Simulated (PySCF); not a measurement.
Computed IR spectrum (relative IR intensity) of a molecule CH₈N₂Si₃. The structure is a stationary point at PBE-D3(BJ)/def2-SVP. One conformer was computed; it need not be the lowest. Calculation: PBE-D3(BJ)/def2-SVP run with PySCF. Frequencies are harmonic and unscaled.

Lines under 2 % of the strongest are left out, and lines within 2 cm⁻¹ are merged.

```json
[
 {"ν (cm⁻¹)": "254", "relative intensity": "5.4"},
 {"ν (cm⁻¹)": "279", "relative intensity": "24"},
 {"ν (cm⁻¹)": "322", "relative intensity": "2.3"},
 {"ν (cm⁻¹)": "344", "relative intensity": "21"},
 {"ν (cm⁻¹)": "383", "relative intensity": "11"},
 {"ν (cm⁻¹)": "444", "relative intensity": "2.7"},
 {"ν (cm⁻¹)": "582", "relative intensity": "5.7"},
 {"ν (cm⁻¹)": "607", "relative intensity": "17"},
 {"ν (cm⁻¹)": "641", "relative intensity": "6.9"},
 {"ν (cm⁻¹)": "680", "relative intensity": "11"},
 {"ν (cm⁻¹)": "707", "relative intensity": "21"},
 {"ν (cm⁻¹)": "761", "relative intensity": "30"},
 {"ν (cm⁻¹)": "840", "relative intensity": "36"},
 {"ν (cm⁻¹)": "857", "relative intensity": "20"},
 {"ν (cm⁻¹)": "874", "relative intensity": "100"},
 {"ν (cm⁻¹)": "900", "relative intensity": "9.8"},
 {"ν (cm⁻¹)": "902", "relative intensity": "17"},
 {"ν (cm⁻¹)": "905", "relative intensity": "5.3"},
 {"ν (cm⁻¹)": "935", "relative intensity": "17"},
 {"ν (cm⁻¹)": "1484", "relative intensity": "14"},
 {"ν (cm⁻¹)": "1505", "relative intensity": "10"},
 {"ν (cm⁻¹)": "2100", "relative intensity": "37"},
 {"ν (cm⁻¹)": "2124", "relative intensity": "20"},
 {"ν (cm⁻¹)": "2147", "relative intensity": "25"},
 {"ν (cm⁻¹)": "2154", "relative intensity": "25"},
 {"ν (cm⁻¹)": "2166", "relative intensity": "34"},
 {"ν (cm⁻¹)": "2181", "relative intensity": "26"},
 {"ν (cm⁻¹)": "3501", "relative intensity": "12"},
 {"ν (cm⁻¹)": "3601", "relative intensity": "9.5"}
]
```

**Question.** Which molecule gave these data?
A. [SiH3]N=C1[SiH2]N[SiH2]1
B. C1=N[SiH2]N[SiH2][SiH2]1
C. [SiH3]N[Si@H]1N=C[SiH2]1
D. N[Si@@H]1N=C([SiH3])[SiH2]1

**Answer.** D, N[Si@@H]1N=C([SiH3])[SiH2]1
